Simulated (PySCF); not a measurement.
# Reading the logs of faulty runs: GeH9NSi2

Calculated results; nothing here was measured. They come from PySCF 2.14.0, an open-source quantum chemistry program, on an isolated molecule that a program drew, which may never have been made. The molecule is GeH9NSi2 (charge 0, singlet), drawn as the SMILES string `N[SiH2][SiH2][GeH3]`.

Each row is a Hartree-Fock (HF) and frozen-core CCSD(T) single point in the cc-pV(D+d)Z basis, meant for a local HF minimum. Run 1 is clean. Each other run has one planted mistake out of seven kinds, and not every kind appears here: one electron removed, one electron added, multiplicity raised by two, geometry at a saddle point, minimal basis STO-3G, one bond length entered in bohr, all coordinates scaled. The reference is restricted for singlets and unrestricted otherwise, and also for a bond in bohr. Adding or removing an electron swaps singlet and doublet. Electrons count all cores. HOMO and LUMO are orbital energies over both spins, the gradient is its largest component, and the lowest frequency (negative if imaginary) is given only where the gradient is small. Bond lengths are over the 12 bonds as drawn. T1 is the CCSD diagnostic: over 0.02 (restricted) or 0.045 (unrestricted) a single reference is doubtful. Germanium has the cc-pVDZ-PP basis, with a core potential (ECP10MDF) in place of its 10 inner electrons, and its 3s, 3p and 3d shells are frozen in CCSD(T).

Geometry of the clean run:
```xyz
13
GeH9NSi2, angstrom
N    -2.3878   -2.3229    1.0873
Si   -2.1511   -1.0938   -0.1066
Si    0.1396   -0.5135   -0.1995
Ge    0.5913    1.1073   -1.9249
H    -1.8256   -3.1530    1.0428
H    -3.3289   -2.5690    1.3372
H    -2.9574    0.0831    0.2953
H    -2.5875   -1.4622   -1.4827
H     0.9542   -1.7265   -0.4786
H     0.5833    0.0424    1.1040
H     2.0789    1.4803   -1.9449
H    -0.2216    2.3877   -1.6928
H     0.2171    0.5492   -3.3042
```

| run | electrons | basis functions | <S^2> | HOMO (eV) | LUMO (eV) | gradient (hartree/bohr) | lowest frequency (cm^-1) | mean bond (Å) | longest bond (Å) | T1 | HF (hartree) | CCSD(T) (hartree) | mistake |
|---|---|---|---|---|---|---|---|---|---|---|---|---|---|
| 1 | 76 | 128 | 0.000 | -10.04 | 3.07 | 3.5e-05 | 41 | 1.5883 | 2.410 | 0.0120 | -930.96007 | -931.52469 | no fault |
| 2 | 76 | 128 | 0.860 | -8.70 | 1.08 | 6.9e-03 | - | 1.7020 | 2.900 | 0.0355 | -930.86064 | -931.41147 | one bond length entered in bohr |
| 3 | 77 | 128 | 0.762 | 2.01 | 8.06 | 4.7e-02 | - | 1.5883 | 2.410 | 0.0189 | -930.86554 | -931.45575 | ? |
| 4 | 75 | 128 | 0.766 | -14.25 | -6.41 | 8.3e-02 | - | 1.5883 | 2.410 | 0.0718 | -930.64732 | -931.18509 | ? |

**Which mistake was planted in run 3, and what did it cost?**

It counts 77 electrons, one more than the clean run, at the same geometry and basis. So the mistake is: one electron added. Subtracting run 1 and multiplying by 627.51 kcal/mol a hartree, the energy moved by 59.3 kcal/mol in HF and 43.3 kcal/mol in CCSD(T).

**Which mistake was planted in run 4, and what did it cost?**

It counts 75 electrons, one fewer than the clean run, at the same geometry and basis. So the mistake is: one electron removed. Subtracting run 1 and multiplying by 627.51 kcal/mol a hartree, the energy moved by 196.3 kcal/mol in HF and 213.1 kcal/mol in CCSD(T).

Cautions from the logs. Run 3: the HOMO is above zero, so the electron isn't bound and the energy depends on the basis; run 4: T1 is over the limit, so its CCSD(T) energy is less reliable.
